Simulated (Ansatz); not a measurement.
Ansatz (a quantum-chemistry and plane-wave program) input (BHLYP/def2-TZVPD):

Ansatz 0.2 input:
```yaml
crystal:
  periodic: [false, false, false]
  atoms:
    - {symbol: Si, position_ang: [-0.00000000, -0.00000000, -1.95292654]}
    - {symbol: I, position_ang: [0.00000000, 0.00000000, 0.51586739]}
basis:
  gaussian:
    orbitals: def2-TZVPD
hamiltonian:
  xc: {name: BHLYP}
total_charge: -1
magnetization: {spin_polarized: true, initial_magnetization: 2}
```

End of the output:

```
integrals: 0.03 GiB planned
807 factors; their error is unknown
mean field: 0.40 GiB planned
mean field evaluation 1: about -15975.7271 eV, gradient 1.4e1 eV
mean field evaluation 2: about -15976.3394 eV, gradient 1.4e1 eV
mean field evaluation 4: about -15977.3369 eV, gradient 6.7e-1 eV
mean field evaluation 8: about -15977.8387 eV, gradient 1.2e-1 eV
mean field evaluation 16: about -15977.8388 eV, gradient 8.9e-5 eV
mean field -15977.83881944 eV, -587.1747464463 hartree, gradient 8.9e-5 eV, S^2 2.011107; 0 other end points of the search recorded, 0 dependent functions left out
reference -15977.83894837 eV, -587.1747511843 hartree; 21, 19 occupied and 81, 83 virtual orbitals, 807 factors
Total energy: -15977.83894837 eV, -587.1747511843 hartree
```

This state (charge -1, triplet) is run at the relaxed geometry of the species with charge 0 and multiplicity 2.
